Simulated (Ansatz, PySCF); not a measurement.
Stretching the Ga1–H2 bond in GaH3O2 (SMILES [OH][GaH][OH]) (multiplicity 1 held, fragments rigid). Energies count from the point at 1.547 Å.
Geometry at that point (charge 0, multiplicity 1):
```xyz
6

Ga    -0.244    -0.178    -0.151
H     -1.354    -1.016    -0.827
O      0.020     1.538    -0.577
H      0.742     1.940    -0.082
O      0.902    -0.756     1.106
H      0.795    -1.676     1.365
```

Restricted levels (R-, RO-) in cc, def2 and unpolarised 6-31G sets keep to the state of the molecule at rest. Unrestricted levels (U-) break spin symmetry where that is lower. Curves can end on different states.

Rows in 3-21G, LANL2DZ carry no dispersion term and start afresh at each structure; the Pople sets are all-electron and without relativity. LANL2DZ brings its own core potentials from Na on.

The values were computed with Ansatz (Gaussian basis) for Hartree–Fock, density functionals and correlated methods; PySCF for 3-21G rows, LANL2DZ rows. Each number belongs to the level named beside it.

### Question
One of these levels gives 4.625 eV for the energy at R = 4.950 Å. Which one is it?
A) R-PBE/cc-pVTZ
B) R-HF/3-21G
C) U-PBE/cc-pVTZ
D) U-HF/LANL2DZ

### Answer
A, R-PBE/cc-pVTZ. The others give 7.353 (R-HF/3-21G), 2.782 (U-HF/LANL2DZ), 3.457 (U-PBE/cc-pVTZ)

Doubts at one or more of the structures used: a restricted determinant that unrestricted orbitals would lower (R-HF/3-21G, R-PBE/cc-pVTZ); a spin-contaminated determinant (U-HF/LANL2DZ, U-PBE/cc-pVTZ).

Ansatz is a program for electronic structure.
